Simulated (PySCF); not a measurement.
Compound: C4H8ClFSi2.
Atom-mapped SMILES: `[F:1][C:2]1=[C:3]([Cl:4])[CH2:5][SiH2:6][SiH2:7][CH2:8]1`

Cartesian coordinates in Å at the GFN2-xTB level; atoms count from 1:
```xyz
16
C4H8ClFSi2 angstrom
F      0.556   -2.496   -1.205
C      0.395   -1.441   -0.367
C      1.417   -0.622   -0.118
Cl     2.965   -0.903   -0.861
C      1.300    0.578    0.754
Si     0.022    1.814    0.011
Si    -1.737    0.378   -0.444
C     -0.982   -1.287    0.167
H      2.278    1.037    0.872
H      0.964    0.277    1.749
H      0.642    2.468   -1.146
H     -0.204    2.853    1.024
H     -2.989    0.571    0.298
H     -2.102    0.214   -1.855
H     -0.959   -1.286    1.259
H     -1.572   -2.146   -0.147
```

Definitions: NICS(0) = −σiso at the ring centroid; NICS(1) = −σiso and NICS(1)zz = −σzz at ±1 Å along the ring normal z. Level: GIAO PBE0/pcSseg-1 (PySCF, non-relativistic, gas phase) on the GFN2-xTB geometry, one conformer.

Ring bond lengths (Å), with Mayer bond orders in brackets: C2–C3 1.334 (1.63), C3–C5 1.488 (1.02), C5–Si6 1.927 (0.87), Si6–Si7 2.317 (0.91), Si7–C8 1.927 (0.85), C8–C2 1.485 (1.08).

Task: What do the NICS probes read (ppm)?

Result: 
| ring | type | NICS(0) | NICS(1), two faces | NICS(1)zz, two faces | rms pucker (Å) | centre to ring atoms, mean (Å) |
| --- | --- | --- | --- | --- | --- | --- |
| C2–C3–C5–Si6–Si7–C8 | 6-membered ring with 2 Si; formal bonds 1 double, 5 single | -3.9 | -5.0 / -3.5 | -1.9 / 0.5 | 0.33 | 1.65 |

Task: What do they say, and how far can they be read as aromaticity?

Result: 
- C2–C3–C5–Si6–Si7–C8: mean NICS(1)zz -0.7 ppm, near zero. C5, Si6, Si7, C8 have four or more neighbours, and the NICS criterion for π rings isn't applied.

Task: What field does 11.7 T along the ring normal induce along that normal at the second NICS(1) probe listed for ring C2–C3–C5–Si6–Si7–C8, 1 Å off the ring?

Result: NICSzz × B0 = 0.5 ppm × 11.7 T = 6 μT, along the applied field.

Task: Give the inner angles of the rings and the Hirshfeld charges of the ring atoms.

Result: 
- C2–C3–C5–Si6–Si7–C8: C2 125.4° (+0.068 e), C3 123.0° (-0.019 e), C5 110.1° (-0.159 e), Si6 100.5° (+0.248 e), Si7 100.1° (+0.252 e), C8 109.8° (-0.159 e); sum 668.9° against 720° for a flat convex ring.
